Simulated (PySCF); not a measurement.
B3LYP has the VWN-RPA correlation part, as in Gaussian. Delta-SCF ions had no search for a lower state. Excitations are Tamm–Dancoff values on a coarser integration grid. The basis has no diffuse functions, so Rydberg states are missing or too high.

Cartesian coordinates (Å):
SMILES: c1scc(c1F)B
```xyz
11

B      1.9308    -0.0852     0.0040
C      0.4128     0.1084     0.0161
C     -0.2076     1.3442     0.1589
S     -1.9204     1.2566     0.1355
C     -1.8888    -0.4687    -0.0699
C     -0.5970    -0.9118    -0.1131
F     -0.2797    -2.1960    -0.2638
H      2.4178    -1.1792    -0.1232
H      2.6461     0.8790     0.1246
H      0.2876     2.3075     0.2775
H     -2.8016    -1.0548    -0.1466
```
Charge 0, spin multiplicity 1.

Task: What vertical ionisation energy (Delta-SCF), HOMO–LUMO gap and S1–T1 gap (TDA) does B3LYP-D3(BJ)/def2-TZVP // B3LYP-D3(BJ)/def2-SVP in PySCF give?

Result: 
vertical ionisation energy (Delta-SCF): 9.16 eV
HOMO–LUMO gap: 4.72 eV
S1–T1 gap (TDA): 0.94 eV
